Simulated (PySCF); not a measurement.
An unknown shows these calculated signals:

¹H NMR (300 MHz, computed): δ 8.16 (m, 1H), 6.25 (m, 1H), 5.86 (d, 1H), 5.52 (m, 1H), 5.51 (m, 1H), 5.03 (s, 3H), 4.60 (br s, 1H), 4.36 (br s, 1H).

¹³C{¹H} NMR (computed): δ 166.6 (C), 142.5 (CH), 139.6 (CH), 131.4 (CH), 127.4 (CH2), 100.3 (CH2).

- PBE0/pcSseg-1 with gauge-including orbitals
- geometry: GFN2-xTB
- program: PySCF 2.14.0 with density-fitted response routines
- non-relativistic Hamiltonian, fast rotation and ring inversion assumed for equivalent nuclei, a single conformation, in vacuum

Referencing at the same level of theory: ¹H, ¹³C against TMS.

Question: Which of these does the molecule contain: a three-membered ring, a vinyl group CH=CH2, an amide, a Si–H bond, a ketone, a non-aromatic C=C double bond?

Answer: 
- A three-membered ring: no.
- A vinyl group CH=CH2: yes (δC 127.4, 142.5; δH 5.51 (m), 5.52 (m), 8.16 (m)).
- An amide: no.
- A Si–H bond: yes (δH 5.03 (s)).
- A ketone: no.
- A non-aromatic C=C double bond: yes.

The data belong to `C=C/C=C\C(=C)O[SiH3]`, C$_{6}$H$_{10}$OSi; they needn't prove each group on their own.

Carbon signals by region: 1 in the far downfield region (above 160 ppm), 5 in the sp2 and nitrile region (100–160 ppm). Above 160 ppm: 166.6, alkene carbon bearing oxygen.

Shifts are as computed. Against solution values, carbons near 30 ppm lie about +3 ppm off and those near 130 ppm about +5 ppm. Of 1211 compounds with measured shifts, 218 miss one by over three times the rms of a fit or turn the order of signals round; such compounds aren't used in these exercises. No couplings were computed; multiplicities are counted from neighbouring protons, with m where these are inequivalent, close in shift, in a saturated or five-membered ring or joined by F or P, and br s for small geminal =CH2 splittings.
